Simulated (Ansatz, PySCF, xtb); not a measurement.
The molecule SiP-, closed-shell singlet (lowest of 2S+1 = 1, 3, 5 at CCSD(T)/def2-TZVPP on PBE0 minima; our sources give no spin for the ground state, which may be another).

The constants come from a fifth-degree fit in 1/R (seven points, main isotopes). Runs in def2 and cc sets follow the lowest solution found near the PBE0 minimum. The singlet is held restricted. HF and MP2 rows in def2 and cc sets belong to the determinant that coupled cluster picked by its CCSD energy.

Correlated levels freeze the cores. CBS(a, b) extrapolates the correlation energy as X⁻³ and adds the Hartree–Fock energy of set b. Rows in 6-31G* carry no dispersion term and start afresh at each structure (6-31G* with six Cartesian d functions).

The values were computed with Ansatz (a program for electronic structure) with Gaussian orbitals; PySCF for 6-31G* rows; xtb for the GFN methods. 

```json
[
 {"level": "GFN1-xTB", "r_e (Å)": "1.992", "ω_e (cm⁻¹)": "901", "ω_e x_e (cm⁻¹)": "3.5"},
 {"level": "HF/6-31G*", "r_e (Å)": "1.985", "ω_e (cm⁻¹)": "___", "ω_e x_e (cm⁻¹)": "1.9"},
 {"level": "HF/aug-cc-pV(T+d)Z", "r_e (Å)": "1.981", "ω_e (cm⁻¹)": "757", "ω_e x_e (cm⁻¹)": "1.9"},
 {"level": "B3LYP/6-31G*", "r_e (Å)": "2.024", "ω_e (cm⁻¹)": "681", "ω_e x_e (cm⁻¹)": "2.2"},
 {"level": "MP2/aug-cc-pV(T+d)Z", "r_e (Å)": "2.035", "ω_e (cm⁻¹)": "647", "ω_e x_e (cm⁻¹)": "2.7"},
 {"level": "CCSD/aug-cc-pV(5+d)Z", "r_e (Å)": "2.003", "ω_e (cm⁻¹)": "704", "ω_e x_e (cm⁻¹)": "2.2"},
 {"level": "CCSD(T)/aug-cc-pV(T+d)Z", "r_e (Å)": "2.031", "ω_e (cm⁻¹)": "661", "ω_e x_e (cm⁻¹)": "2.4"},
 {"level": "CCSD(T)/CBS(aug-cc-pV(Q+d)Z, aug-cc-pV(5+d)Z)", "r_e (Å)": "___", "ω_e (cm⁻¹)": "___", "ω_e x_e (cm⁻¹)": "2.4"}
]
```

What belongs in the gaps?


- CCSD(T)/CBS(aug-cc-pV(Q+d)Z, aug-cc-pV(5+d)Z), r_e (Å): 2.017
- CCSD(T)/CBS(aug-cc-pV(Q+d)Z, aug-cc-pV(5+d)Z), ω_e (cm⁻¹): 674
- HF/6-31G*, ω_e (cm⁻¹): 764

Doubts at one or more of the structures used: a restricted determinant that unrestricted orbitals would lower (HF/aug-cc-pV(T+d)Z, MP2/aug-cc-pV(T+d)Z, CCSD/aug-cc-pV(5+d)Z, CCSD(T)/aug-cc-pV(T+d)Z, CCSD(T)/CBS(aug-cc-pV(Q+d)Z, aug-cc-pV(5+d)Z)).
